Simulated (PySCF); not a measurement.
[Mn(H2O)5]3+ holds Mn(III), d4, at total charge +3. The structure is a model geometry with rigid ligands and bond lengths from ionic radii, not a minimum; coordination square pyramidal, point group C2v, metal–donor distances 1.95 Å.

```
16

Mn    0.0000    0.0000    0.0000
O     0.0000    0.0000    1.9450
H     0.7750    0.0000    2.5200
H    -0.7750    0.0000    2.5200
O     1.9155    0.0000   -0.3377
H     2.4817    0.7750   -0.4376
H     2.4817   -0.7750   -0.4376
O    -1.9155    0.0000   -0.3377
H    -2.4817   -0.7750   -0.4376
H    -2.4817    0.7750   -0.4376
O     0.0000    1.9155   -0.3377
H    -0.7750    2.4817   -0.4376
H     0.7750    2.4817   -0.4376
O     0.0000   -1.9155   -0.3377
H     0.7750   -2.4817   -0.4376
H    -0.7750   -2.4817   -0.4376
```

Method (PySCF 2.14, density fitting): CASSCF(4,5) with orbitals averaged over all microstates of the shell, strongly contracted NEVPT2 on the averaged canonical orbitals; basis x2c-TZVPall on the metal, x2c-SVPall elsewhere; spin-free X2C; gas phase; spin-orbit coupling by state interaction with the mean-field operator over all roots.

**Question.** Which term lies lowest, and with what spin?

**Answer.** 5A1 (S = 2, orbital degeneracy 1), orbital occupations from the lowest 1.0 1.0 1.0 1.0 0.0, by NEVPT2.

**Question.** Where do the spin-allowed transitions within the shell lie?

**Answer.** By NEVPT2: 5A1 at 9172 cm⁻¹ (1090 nm); 5B2 at 15621 cm⁻¹ (640 nm); 5B1 at 17475 cm⁻¹ (572 nm); 5A2 at 20847 cm⁻¹ (480 nm). The strongest, at 15621 cm⁻¹, has f = 8.8e-05.

**Question.** Which is the lowest state of another spin?

**Answer.** 3A2 at 12575 cm⁻¹ by NEVPT2; CASSCF alone puts it at 16186 cm⁻¹ above the same ground state.

**Question.** Give the fitted ligand-field and repulsion parameters.

**Answer.** At CASSCF level (the NEVPT2 levels don't fit a ligand-field model well): orbital energies 0, 2088, 3396, 8779, 16442 cm⁻¹; B = 1106 cm⁻¹; C = 4168 cm⁻¹; B over its free-ion value at the same level 0.902; rms of the fit 148 cm⁻¹; ζ = 340 cm⁻¹ (free ion 363).

**Question.** What are the magnetic parameters?

**Answer.** The ground multiplet follows a spin Hamiltonian with S = 2, g = 1.973, 1.992, 1.994, D = -3.11 cm⁻¹, E/|D| = 0.05 (spin-orbit part alone); the lowest levels hold 100 % of the spin-free ground state. μeff is 4.88 μB at 300 K and 4.75 μB at 10 K; the spin-only value is 4.90 μB.

NEVPT2 lifts 5A1 from 7747 to 9172 cm⁻¹; on the d shell alone such lifts tend to overshoot. NEVPT2 on the d shell alone tends to put d–d bands too high for such charged or covalently bound ions. Gaps between spin states lean to high spin in this active space.

The job took 13 s on one thread of Intel Xeon 6975P-C (shared host), with 168 basis functions, launched as `OMP_NUM_THREADS=1 python lf_run.py task.json out`.
